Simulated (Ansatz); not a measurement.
Process, species as SMILES: O=[P] (O-P) → O atom + P atom
B3LYP-D3(BJ)/def2-TZVP geometries, fixed; electronic energies without zero-point terms.
Largest species:
```xyz
2

P      0.0000     0.0000    -0.5147
O      0.0000     0.0000     0.9651
```
Charge 0, spin multiplicity 2.

Energies in hartree at r2SCAN with Ansatz (a program for electronic structure); the atomisation energy is their sum with the coefficients shown, times 627.509 kcal/mol a hartree. All functions are spherical. Open shells are unrestricted. No added dispersion term, no relativity.

```json
[
 {"species": "O=[P] (O-P)", "coefficient": "-1", "part": "r2SCAN", "aug-cc-pV(D+d)Z": "-416.49052", "aug-cc-pV(T+d)Z": "-416.52733", "aug-cc-pV(Q+d)Z": "-416.53578"},
 {"species": "O atom", "coefficient": "+1", "part": "r2SCAN", "aug-cc-pV(D+d)Z": "-75.03927", "aug-cc-pV(T+d)Z": "-75.05659", "aug-cc-pV(Q+d)Z": "-75.06141"},
 {"species": "P atom", "coefficient": "+1", "part": "r2SCAN", "aug-cc-pV(D+d)Z": "-341.23623", "aug-cc-pV(T+d)Z": "-341.24333", "aug-cc-pV(Q+d)Z": "-341.24626"}
]
```

### Question
Predict the atomisation energy in aug-cc-pV(5+d)Z (X = 5): let each r2SCAN step shrink by the ratio of the last two. Compare with the run.

### Answer

- O=[P] (O-P): steps -0.03681 and -0.00845, ratio 0.230, so r2SCAN -416.53772 (run: -416.53995).
- O atom: steps -0.01732 and -0.00482, ratio 0.278, so r2SCAN -75.06275 (run: -75.06291).
- P atom: steps -0.00710 and -0.00293, ratio 0.413, so r2SCAN -341.24747 (run: -341.24835).
Predicted 142.76 kcal/mol; the run in aug-cc-pV(5+d)Z gives 143.51, a miss of -0.75. Keeping the value in aug-cc-pV(Q+d)Z, 143.14, would miss by -0.36. All sums are of the energies as printed.
